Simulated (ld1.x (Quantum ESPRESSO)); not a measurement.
**Wu–Cohen TM dataset for Sr, scalar-relativistic all-electron reference.**

| Item | Value |
| --- | --- |
| Element | strontium |
| Generator | ld1.x (Quantum ESPRESSO) 7.5 |
| Type | norm-conserving Troullier–Martins (Kleinman–Bylander form) |
| Functional | Wu–Cohen |
| Relativity | scalar-relativistic |
| Frozen core | [Kr] |
| Valence charge | 2 |
| Reference configuration | 4d0 5s2 5p0 |
| Partial waves | 5s (bound): rc 4.15 bohr; 5p (bound, empty): rc 4.05 bohr; 4d (bound, empty): rc 2.05 bohr |
| Local potential | the d channel |
| Core correction | Bessel-smoothed model core, default radius (core density twice the valence density) |

Results:

```json
{
  "Cutoffs needed": "6 Ry and 8 Ry (the cutoffs (Ry, on a coarse ladder) from which the occupation-weighted sum of valence levels, in a spherical-Bessel basis at the reference potential, stays within 10 and 1 mRy of its value at 400 Ry) The cutoffs count occupied waves only; the empty 4d level needs 18 Ry at the loose tolerance.",
  "Ghost test": "ghost states, extra bound levels that the all-electron valence spectrum of the same l lacks: s at -41.0 eV, p at -9.7 eV; a true bound ghost makes a file unfit for plane-wave use (spherical-Bessel basis up to 400 Ry, 20 bohr box)",
  "Configuration tests": "2 of 7 tests not solved or not reliable; not counted: 4d0 5s0 5p2 (solver errors, printed error -5.7 eV); 4d0 5s0 5p1 (solver errors, printed error -2.0 eV)"
}
```

Generation and tests took about 1.7 s on one core of a shared server CPU.
